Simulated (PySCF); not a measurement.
## Shapes and spin states of TiHF

Computed with PySCF, PBE0, basis Ti def2-TZVP, H def2-TZVP, F def2-TZVP (no relativity, density fitting).

Relaxations began from a few typed shapes and spin states; open shells are unrestricted. The search is not exhaustive: other isomers or separated fragments can lie lower, and high-lying points may rest on an excited occupation.

(1) Which is the lowest minimum found?
A. singlet (closed shell, unstable to spin polarisation) Cs: Ti–F 1.746 Å, Ti–H 1.713 Å; F–Ti–H 111.0°
B. singlet (closed shell, unstable to spin polarisation) C∞v: Ti–F 1.812 Å, Ti–H 1.860 Å; F–Ti–H 180.0°
C. triplet C∞v: Ti–F 1.823 Å, Ti–H 1.812 Å; F–Ti–H 180.0°
D. broken-symmetry Ms = 0 (⟨S²⟩ 1.00) Cs: Ti–F 1.780 Å, Ti–H 1.749 Å; F–Ti–H 122.2°
E. singlet (closed shell, unstable to spin polarisation) Cs: Ti–F 1.791 Å, Ti–H 1.804 Å; F–Ti–H 135.4°
F. triplet Cs: Ti–F 1.785 Å, Ti–H 1.752 Å; F–Ti–H 124.7°

## Answers

(1) F. The others lie at 27.6 (triplet C∞v, a saddle point), 39.0 (broken-symmetry Ms = 0 Cs), 117.2 (singlet Cs), 133.3 (singlet Cs), 142.0 (singlet C∞v, a saddle point) kJ/mol above it.

For the lowest minimum: other spin states or occupations of the open shell can lie lower.

The electron or spin density has lower symmetry than the nuclear frame for the triplet C∞v at 27.6 kJ/mol, broken-symmetry Ms = 0 (⟨S²⟩ 1.00) Cs at 39.0 kJ/mol, singlet (closed shell, unstable to spin polarisation) Cs at 133.3 kJ/mol, singlet (closed shell, unstable to spin polarisation) C∞v at 142.0 kJ/mol.
